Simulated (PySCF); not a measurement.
Members of one series of related molecules.

All values: PBE0/pcSseg-1 (PySCF) at GFN2-xTB geometries, gas phase, one conformer each.

Question: Rank by the lowest IAO charge on any atom, lowest value first.
A. `CC1=CC(F)(F)C1`
B. `CC(C)(C)C1=CC(F)(F)C1`
C. `C=CCC1=CC(F)(F)C1`

Answer: A (-0.440 e), B (-0.416 e), C (-0.317 e).

All values together:

```csv
SMILES,formula,μ (D),HOMO (eV),LUMO (eV),lowest IAO charge (e),highest IAO charge (e),lowest Hirshfeld charge (e),highest Hirshfeld charge (e)
CCCC1=CC(F)(F)C1,C7H10F2,3.29,-7.77,-0.25,-0.420 (C),+0.571 (C),-0.120 (C/F),+0.176 (C)
CC1=CC(F)(F)C1,C5H6F2,3.24,-7.81,-0.19,-0.440 (C),+0.571 (C),-0.120 (F),+0.176 (C)
C=CCC1=CC(F)(F)C1,C7H8F2,3.08,-7.80,-0.62,-0.317 (C),+0.571 (C),-0.119 (F),+0.177 (C)
CC(C)(C)C1=CC(F)(F)C1,C8H12F2,3.35,-7.76,-0.16,-0.416 (C),+0.572 (C),-0.120 (F),+0.176 (C)
```

Conformers: `[CH3:1][CH2:2][CH2:3][C:4]1=[CH:5][C:6]([F:7])([F:8])[CH2:9]1` with C1–C2–C3–C4 -65°, C2–C3–C4–C5 116°; `[CH2:1]=[CH:2][CH2:3][C:4]1=[CH:5][C:6]([F:7])([F:8])[CH2:9]1` with C1–C2–C3–C4 119°, C2–C3–C4–C5 106°.
